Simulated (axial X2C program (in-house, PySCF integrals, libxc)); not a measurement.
# PtP⁺ at several levels of theory

Computed with an in-house all-electron X2C program for linear molecules (integrals from PySCF). Spin-free means the one-electron spin-free X2C Hamiltonian; two-component (2c) means X2C with spin–orbit coupling and atomic mean-field two-electron Coulomb and Gaunt terms, so the difference of the two also holds small scalar two-electron terms. Basis: Pt dyall-cv3z [13s14p9d6f4g], P dyall-v3z [8s7p2d1f] (cores contracted in-house); Gaussian nuclei, density fitting, unrestricted open shells. Masses: Pt 194.965 u, P 30.974 u.

State, spin-free: M_S = 0, Λ = 0 (closed shell); electrons by block: σα: 18, σβ: 18, π+α: 9, π+β: 9, π-α: 9, π-β: 9, δ+α: 4, δ+β: 4, δ-α: 4, δ-β: 4, φ+α: 1, φ+β: 1, φ-α: 1, φ-β: 1. Fragments: Pt+ + P.

State, 2c: Ω = 0 (closed shell); electrons by block: 1/2: 27, -1/2: 27, 3/2: 13, -3/2: 13, 5/2: 5, -5/2: 5, 7/2: 1, -7/2: 1. Fragments: Pt+ + P.

```tsv
Hamiltonian	level	Re (Å)	ωe (cm⁻¹)	ωexe (cm⁻¹)	Be (cm⁻¹)	αe (cm⁻¹)	De (eV)	μ (D)
spin-free	PBE0	1.979	620.9	1.61	0.161	0.000551	4.59	2.92
spin-free	HF	1.973	630.7	1.68	0.162	0.000551	0.147	2.24
spin-free	MP2	1.988	619.3	1.18	0.1596	0.000506	5.35	n/a
spin-free	PBE50	1.963	643.0	1.59	0.1637	0.000537	3.55	2.60
2c	PBE0	1.992	599.1	1.63	0.159	0.000572	4.35	2.66
2c	PBE50	1.974	624.6	1.7	0.1619	0.000548	3.31	2.33
```

Correlated methods: 14 electrons correlated (number of frozen shells: Pt 5 s, 4 p, 2 d, 1 f; P 2 s, 1 p), 260 virtual spin orbitals or spinors in MP2.

Dipoles are positive if P is the positive end and refer to the centre of mass.

Occupations by symmetry block were frozen at the best pattern of an incomplete PBE0 search. The closed shell is kept restricted, so the energy runs too high when the bond is stretched far. Dissociation energies refer to the lowest single-determinant-based atoms at the same level and basis. The functionals have no current-density term, which raises determinants with orbital currents, atoms included.

No reliable constants came from HF (2c), MP2 (2c): no minimum in range, unconverged points, a curve that is not smooth, a change of character along it, or the two Hamiltonians disagreeing along it.

Rough cost a point (2c) on 1 thread(s) of a shared host, integrals apart: PBE0 1.9 s, PBE50 2 s.

The whole task took 3.6 min on 1 thread of INTEL(R) XEON(R) PLATINUM 8581C CPU @ 2.30GHz (Emerald Rapids) (shared host).
